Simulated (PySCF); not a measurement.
Computed shifts of a molecule CH6FNOSi, PySCF with KT2/pcSseg-1, GIAO, gas phase, atoms alike by connectivity averaged where their shifts nearly agree, in ppm (number of nuclei): ¹³C: -2.5 (1). ²⁹Si: -16.7 (1). ¹⁵N: 33.4 (1). ¹⁹F: -155.8 (1). ¹H: 1.52 (1), 1.30 (1), 1.02 (1), 0.36 (3). References: ¹³C against TMS (σ = 185.1 ppm); ²⁹Si against TMS (σ = 361.9 ppm); ¹⁵N against NH3 (σ = 266.2 ppm); ¹⁷O against H2O (σ = 330.4 ppm); ¹⁹F against CFCl3 (σ = 127.1 ppm); ¹H against TMS (σ = 31.47 ppm), references at their B3LYP-D3(BJ)/def2-TZVP geometries, non-relativistic. The structure is a stationary point at ωB97X-D3(BJ)/def2-SVP. The values are those of a single conformer.

### Question
Identify the compound among the candidates.
A) CO[Si@H](N)F
B) CN[Si@H](O)F
C) NC[Si@@H](O)F
D) C[Si](N)(O)F

### Answer
D, C[Si](N)(O)F
